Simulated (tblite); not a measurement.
Level: GFN2-xTB in tblite, geometry and Hessian alike; calculated harmonic values, unscaled, isolated species. This tight-binding method is rough: wavenumbers can miss measured ones by several per cent, in bad cases by 10 to 20. Modes of hydrogen on boron, phosphorus and silicon can be 10 to 20 % off. One conformer each. Thermal functions are those of the rigid rotor and harmonic oscillator, without mixing of conformers.

**Question.** Order these by their ideal-gas entropy at 200 K and 1 bar, highest first (cal/(mol K)).
A. `CC[P@@H+]1CC=C(C)C1`
B. `[SiH3]/C=C/c1ncco1`
C. `[PH3+][BH3-]`
D. `C1CC1[P@H+](/C=C\C)C`
E. `c1([C@@H](C[SiH3])C#N)occn1`
F. `Fc1cc(F)c(F)c(F)c1`

**Answer.** E (90.6), D (89.0), A (86.1), B (80.8), F (75.9), C (56.3).

```
                  SMILES  atoms  mass (u)  symmetry number  modes under 300 cm⁻¹  ZPE (kcal/mol)  S translation (cal/(mol K))  S rotation  S vibration     S    Cp
N#C[C@H](C[SiH3])c1ncco1     18    152.04                1                     7            78.4                         39.0        29.0         22.6  90.6  29.5
    C/C=C\[P@H+](C)C1CC1     22    129.08                1                     9           116.7                         38.5        28.1         22.5  89.0  30.2
     CC[P@@H+]1CC=C(C)C1     22    129.08                1                     8           117.7                         38.5        27.9         19.7  86.1  28.8
      [SiH3]/C=C/c1ncco1     15    125.03                1                     5            64.5                         38.4        27.7         14.6  80.8  24.0
      Fc1cc(F)c(F)c(F)c1     12    150.01                2                     5            40.9                         39.0        27.1          9.8  75.9  23.9
            [BH3-][PH3+]      8     48.03                3                     1            34.6                         35.6        18.0          2.7  56.3  13.3
```

Entropies and Cp are for 200 K and 1 bar.
